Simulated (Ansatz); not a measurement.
`N[Si@@H]1S[Si@]1(F)Cl`. The species carries charge 0 and has multiplicity 1.

Cartesian coordinates in Å:
```
N -0.6401 1.3024 1.1576
Si 0.5235 0.2686 0.4895
S 1.0517 0.4156 -1.6430
Si 0.1036 -1.3452 -0.9836
F 0.9272 -2.6927 -1.1579
Cl -1.7426 -1.7341 -1.7582
H -1.5515 1.4294 0.7502
H -0.3798 2.0564 1.7715
H 1.7078 0.2994 1.3739
```

Problem. List the harmonic frequencies (cm⁻¹, unscaled) at PBE0-D4/def2-TZVP in Ansatz. (Estimate.)

Solution. The calculation gave: 79, 121, 166, 226, 232, 243, 254, 352, 362, 437, 535, 633, 656, 739, 897, 903, 949, 1574, 2259, 3611, 3712.

Problem. Is this a minimum?

Solution. Yes, all 21 modes are real.

Problem. Give the ideal-gas thermochemistry at 298.15 K and 1 bar (rigid rotor, harmonic oscillator; point group C1, symmetry number 1).

Solution. Zero-point energy 113.3 kJ/mol; H(298) − E = 138.5 kJ/mol; entropy 386.4 J/(mol·K), of which translation 172.1, rotation 122.8, vibration 91.4; G(298) − E = 23.3 kJ/mol. Modes under 100 cm⁻¹ are hindered rotations or soft bends, so the harmonic entropy is rough.

Problem. Rotational constants (cm⁻¹)?

Solution. 0.0694, 0.0373, 0.03184.
